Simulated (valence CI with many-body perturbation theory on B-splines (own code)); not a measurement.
**Forbidden lines of Dy25+**

Method: valence CI with perturbative core correlation (CI+MBPT): five valence electrons over a frozen Dirac-Fock core [Kr], a basis of 7 s, 7 p, 8 d, 6 f, 4 g, 1 h functions for each j, with the one-electron correlation potential Σ1, the two-electron term Σ2, the three-electron term Σ3, Breit, model QED; selected CI, second order for the rest (own B-spline code, finite nucleus).

No measured spectrum was set against this ion. As an estimate, terms of the open shell hold to 2 to 4 % of their energy, and close levels can change places. Core correlation moves these levels by up to 9800 cm⁻¹, and in measured spectra 5 to 20 % of such shifts remained as error; rates that hang on mixing are uncertain with them. Only levels of the ground parity were solved; by the run's estimate the other parity begins above the list, which can be wrong where configurations are misplaced.

Lines 51 to 100 of 120 in falling wavelength, among levels below 349030 cm⁻¹, chosen from the decays that carry over 1 % of a level's rate. Wavelengths and rates use the calculated energies, so an error of 3000 cm⁻¹ moves a line at 1378 Å by 4.1 % and its rate by three times that or more. Electric multipoles are in the length gauge, E1 and E2 with the static RPA response of the core. S is in atomic units (e²a₀⁴ for E2 and M2, e²a₀⁶ for E3), for M1 in squared Bohr magnetons. Weak lines are less certain than strong ones. Lines between different terms over intervals too small for the method are left out, as are lines whose strength nearly cancels.

Levels are named by their leading jj configuration (3d3/2^4 stands for four electrons in 3d with j = 3/2), which in mixed levels can hold well under half, so a name can repeat and another be missing. Letters in brackets count levels of one name in rising energy.

| λ vac (Å) | Upper | Lower | Type | A (s⁻¹) | S (a.u.) |
| --- | --- | --- | --- | --- | --- |
| 1417 | (4d3/2^2 4d5/2^3) J=1/2 [a] | (4d3/2^3 4d5/2^2) J=3/2 [a] | M1 | 4.27e+03 | 9.01e-01 |
| 1416 | (4d3/2^2 4d5/2^3) J=9/2 [a] | (4d3/2^3 4d5/2^2) J=7/2 [a] | M1 | 2.11e+03 | 2.22e+00 |
| 1378 | (4d3/2 4d5/2^4) J=5/2 [a] | (4d3/2^2 4d5/2^3) J=7/2 [a] | M1 | 4.19e+03 | 2.44e+00 |
| 1373 | (4d3/2^2 4d5/2^3) J=5/2 [c] | (4d3/2^3 4d5/2^2) J=7/2 [b] | M1 | 2.33e+03 | 1.34e+00 |
| 1360 | (4d3/2^2 4d5/2^3) J=13/2 | (4d3/2^3 4d5/2^2) J=11/2 | M1 | 8.85e+02 | 1.15e+00 |
| 1344 | (4d3/2^2 4d5/2^3) J=7/2 [c] | (4d3/2^2 4d5/2^3) J=5/2 [a] | M1 | 2.68e+02 | 1.93e-01 |
| 1337 | (4d3/2^2 4d5/2^3) J=9/2 [c] | (4d3/2^2 4d5/2^3) J=11/2 | M1 | 2.28e+02 | 2.03e-01 |
| 1303 | (4d3/2^2 4d5/2^3) J=3/2 [a] | (4d3/2^3 4d5/2^2) J=3/2 [a] | M1 | 6.56e+03 | 2.15e+00 |
| 1287 | (4d3/2^2 4d5/2^3) J=5/2 [a] | (4d3/2^3 4d5/2^2) J=5/2 [a] | M1 | 9.65e+03 | 4.58e+00 |
| 1280 | (4d3/2^3 4d5/2^2) J=7/2 [a] | (4d3/2^4 4d5/2) J=5/2 | M1 | 2.07e+03 | 1.29e+00 |
| 1254 | (4d3/2 4d5/2^4) J=3/2 [a] | (4d3/2^2 4d5/2^3) J=5/2 [b] | M1 | 2.91e+03 | 8.50e-01 |
| 1235 | (4d3/2^3 4d5/2^2) J=3/2 [a] | (4d3/2^4 4d5/2) J=5/2 | M1 | 7.90e+03 | 2.21e+00 |
| 1230 | (4d3/2^2 4d5/2^3) J=5/2 [b] | (4d3/2^3 4d5/2^2) J=3/2 [a] | M1 | 1.02e+03 | 4.23e-01 |
| 1225 | (4d3/2 4d5/2^4) J=11/2 | (4d3/2^2 4d5/2^3) J=13/2 | M1 | 2.05e+03 | 1.68e+00 |
| 1200 | (4d3/2 4d5/2^4) J=7/2 [a] | (4d3/2^2 4d5/2^3) J=9/2 [a] | M1 | 6.02e+03 | 3.09e+00 |
| 1188 | (4d3/2^2 4d5/2^3) J=5/2 [b] | (4d3/2^3 4d5/2^2) J=7/2 [a] | M1 | 1.94e+03 | 7.23e-01 |
| 1186 | (4d3/2 4d5/2^4) J=3/2 [a] | (4d3/2^2 4d5/2^3) J=3/2 [a] | M1 | 7.74e+03 | 1.92e+00 |
| 1170 | (4d3/2^2 4d5/2^3) J=9/2 [b] | (4d3/2^3 4d5/2^2) J=9/2 | M1 | 6.12e+03 | 3.63e+00 |
| 1167 | (4d3/2 4d5/2^4) J=5/2 [a] | (4d3/2^2 4d5/2^3) J=5/2 [a] | M1 | 1.42e+04 | 5.01e+00 |
| 1158 | (4d3/2^2 4d5/2^3) J=7/2 [b] | (4d3/2^3 4d5/2^2) J=5/2 [b] | M1 | 1.11e+02 | 5.13e-02 |
| 1123 | (4d3/2^2 4d5/2^3) J=7/2 [c] | (4d3/2^3 4d5/2^2) J=7/2 [b] | M1 | 2.44e+03 | 1.02e+00 |
| 1118 | (4d3/2^3 4d5/2^2) J=3/2 [b] | (4d3/2^3 4d5/2^2) J=5/2 [a] | M1 | 5.28e+02 | 1.09e-01 |
| 1116 | (4d3/2^2 4d5/2^3) J=7/2 [b] | (4d3/2^3 4d5/2^2) J=9/2 | M1 | 1.44e+03 | 5.94e-01 |
| 1106 | (4d3/2 4d5/2^4) J=11/2 | (4d3/2^2 4d5/2^3) J=9/2 [a] | M1 | 2.50e+03 | 1.51e+00 |
| 1105 | (4d3/2 4d5/2^4) J=3/2 [a] | (4d3/2^2 4d5/2^3) J=1/2 [a] | M1 | 7.32e+03 | 1.47e+00 |
| 1101 | (4d3/2^2 4d5/2^3) J=7/2 [a] | (4d3/2^3 4d5/2^2) J=5/2 [a] | M1 | 9.96e+02 | 3.94e-01 |
| 1100 | (4d3/2 4d5/2^4) J=5/2 [b] | (4d3/2^2 4d5/2^3) J=5/2 [b] | M1 | 3.53e+03 | 1.05e+00 |
| 1091 | (4d3/2^2 4d5/2^3) J=3/2 [b] | (4d3/2^3 4d5/2^2) J=1/2 | M1 | 8.39e+02 | 1.62e-01 |
| 1089 | (4d3/2^3 4d5/2^2) J=9/2 | (4d3/2^4 4d5/2) J=5/2 | E2 | 5.20e-01 | 7.10e-03 |
| 1079 | (4d3/2 4d5/2^4) J=7/2 [a] | (4d3/2^2 4d5/2^3) J=7/2 [a] | M1 | 5.22e+03 | 1.95e+00 |
| 1071 | (4d3/2^2 4d5/2^3) J=9/2 [b] | (4d3/2^3 4d5/2^2) J=11/2 | M1 | 2.13e+03 | 9.69e-01 |
| 1046 | (4d3/2 4d5/2^4) J=11/2 | (4d3/2^2 4d5/2^3) J=11/2 | M1 | 9.28e+03 | 4.73e+00 |
| 1035 | (4d3/2^2 4d5/2^3) J=3/2 [b] | (4d3/2^3 4d5/2^2) J=5/2 [b] | M1 | 8.18e+02 | 1.34e-01 |
| 1008 | (4d3/2^2 4d5/2^3) J=9/2 [b] | (4d3/2^3 4d5/2^2) J=7/2 [a] | M1 | 2.03e+03 | 7.69e-01 |
| 996.5 | (4d3/2^2 4d5/2^3) J=1/2 [b] | (4d3/2^3 4d5/2^2) J=1/2 | M1 | 2.92e+03 | 2.14e-01 |
| 996.2 | (4d3/2 4d5/2^4) J=5/2 [a] | (4d3/2^3 4d5/2^2) J=7/2 [b] | M1 | 4.47e+02 | 9.83e-02 |
| 968.1 | (4d3/2^2 4d5/2^3) J=7/2 [b] | (4d3/2^3 4d5/2^2) J=7/2 [a] | M1 | 9.27e+01 | 2.50e-02 |
| 966.2 | (4d3/2^2 4d5/2^3) J=5/2 [c] | (4d3/2^3 4d5/2^2) J=3/2 [a] | M1 | 1.58e+03 | 3.16e-01 |
| 946.9 | (4d3/2^2 4d5/2^3) J=7/2 [c] | (4d3/2^3 4d5/2^2) J=5/2 [b] | M1 | 1.19e+03 | 2.99e-01 |
| 945.3 | (4d3/2 4d5/2^4) J=7/2 [a] | (4d3/2^2 4d5/2^3) J=5/2 [a] | M1 | 6.21e+02 | 1.56e-01 |
| 940.5 | (4d3/2^2 4d5/2^3) J=5/2 [c] | (4d3/2^3 4d5/2^2) J=7/2 [a] | M1 | 4.61e+03 | 8.53e-01 |
| 936.9 | (4d3/2^2 4d5/2^3) J=9/2 [c] | (4d3/2^3 4d5/2^2) J=7/2 [b] | M1 | 2.50e+03 | 7.62e-01 |
| 918.8 | (4d3/2^2 4d5/2^3) J=7/2 [c] | (4d3/2^3 4d5/2^2) J=9/2 | M1 | 2.88e+03 | 6.63e-01 |
| 916.7 | (4d3/2^2 4d5/2^3) J=3/2 [a] | (4d3/2^3 4d5/2^2) J=5/2 [a] | M1 | 5.28e+03 | 6.04e-01 |
| 902.9 | (4d3/2^2 4d5/2^3) J=3/2 [b] | (4d3/2^3 4d5/2^2) J=3/2 [a] | M1 | 1.49e+03 | 1.63e-01 |
| 896.0 | (4d3/2^3 4d5/2^2) J=7/2 [b] | (4d3/2^4 4d5/2) J=5/2 | M1 | 3.17e+02 | 6.77e-02 |
| 879.1 | (4d3/2 4d5/2^4) J=5/2 [b] | (4d3/2^2 4d5/2^3) J=7/2 [a] | M1 | 1.79e+03 | 2.70e-01 |
| 868.7 | (4d3/2 4d5/2^4) J=5/2 [b] | (4d3/2^3 4d5/2^2) J=3/2 [b] | M1 | 2.04e+03 | 2.97e-01 |
| 864.2 | (4d3/2 4d5/2^4) J=3/2 [a] | (4d3/2^2 4d5/2^3) J=5/2 [a] | M1 | 1.81e+03 | 1.73e-01 |
| 855.3 | (4d3/2 4d5/2^4) J=5/2 [a] | (4d3/2^3 4d5/2^2) J=5/2 [b] | M1 | 3.99e+03 | 5.55e-01 |
